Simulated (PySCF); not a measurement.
**State search for CaN**

Unrestricted PBE0; Ca 6-311G(d,p), N 6-311G(d,p); no relativity (PySCF 2.14). Outer shells of the fragments: Ca 4s2; N 2s2 2p3.

Followed along the bond (rough minima from three points):

```tsv
2Ms+1	unpaired	⟨S²⟩ at the start	R at minimum (Å)	Te (eV)
4	σ ↑, π ↑↑	3.76	2.26	0.00
2	σ ↓, π ↑↑	1.76	2.24	0.07
4	σ ↑↑, π ↑	3.76	2.09	0.28
2	σ ↑, π ↑↓	1.75	2.24	0.58
2	π ↑	0.79	2.00	0.60
```

Solutions found at the starting distance of 2.245 Å, counted from the lowest of them; the search is not exhaustive and high or unbound solutions are not listed, so other states can lie among these:

```
2Ms+1   unpaired   term  E (eV)  ⟨S²⟩  ⟨Lz²⟩  μ (D)
    4  σ ↑, π ↑↑    ⁴Σ⁻    0.00  3.76   0.00  -3.14
    2  σ ↓, π ↑↑  mixed    0.07  1.76   0.00  -3.24
    4  σ ↑↑, π ↑     ⁴Π    0.40  3.76   1.01  -3.05
    2  σ ↑, π ↑↓  mixed    0.57  1.75   2.01  -3.20
    2        π ↑     ²Π    0.91  0.79   1.02  -6.69
    4      π ↑↑↑     ⁴Π    1.99  3.76   1.00  -5.20
    2        π ↑     ²Π    5.03  0.75   1.00   2.74
```

A term symbol is given only where ⟨S²⟩ and ⟨Lz²⟩ are close to those of a pure state; real π, δ and φ orbitals otherwise mix terms. A positive dipole means Ca(−)N(+).

Counting both spins, an empty level lies below a filled one in some of these solutions, because spin and occupation are held.
